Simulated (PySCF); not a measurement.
## SnS: one state, many levels of theory

State: ¹Σ⁺ (singlet), closed shell. Set-up: Sn def2-SVP with ECP28, S def2-SVP; scalar-relativistic core potentials (PySCF 2.14). De refers to Sn + S in their high-spin ground configurations, without counterpoise correction. A positive dipole means Sn(−)S(+).

| Level | Re (Å) | ωe (cm⁻¹) | De (eV) | μ (D) |
| --- | --- | --- | --- | --- |
| RHF | 2.199 | 539 | 2.41 | -3.77 |
| RHF-MP2 | 2.236 | 489 | 4.51 | n/a |
| RHF-SCS-MP2 | 2.235 | 490 | 4.35 | n/a |
| RHF-CCSD | 2.228 | 501 | 4.09 | n/a |
| RHF-CCSD(T) | 2.249 | 471 | 4.39 | n/a |
| PBE | 2.253 | 468 | 5.26 | -2.88 |
| PW91 | 2.251 | 468 | 5.30 | -2.86 |
| TPSS | 2.246 | 473 | 5.11 | -3.04 |
| r²SCAN | 2.232 | 488 | 5.00 | -3.06 |
| PBE0 | 2.223 | 499 | 4.85 | -3.17 |
| M06-2X | 2.220 | 509 | 4.51 | -3.45 |
| CAM-B3LYP | 2.210 | 513 | 4.66 | -3.12 |

Measured (Huber and Herzberg, Constants of Diatomic Molecules (1979)): Re = 2.209026 Å, ωe = 487.26 cm⁻¹.

The bond length runs from 2.199 Å (RHF) to 2.253 Å (PBE). De spans 2.41 eV (RHF, mean field) to 5.30 eV (PW91, GGA). Correlation at CCSD(T) changes the Hartree–Fock bond energy by +1.98 eV; the triples alone change it by +0.30 eV.

Correlated steps freeze 9 core orbitals. Correlated levels converge slowly with the basis: in double zeta they bind strong bonds too weakly, by up to about 1 eV, and carry superposition errors of some tenths. Spin–orbit coupling is left out, which matters for elements this heavy, above all for dissociation energies. Where the molecule has an RHF reference, its open-shell atoms are computed with UHF. The CCSD T1 diagnostic is raised, a sign that a single reference may not be enough here.
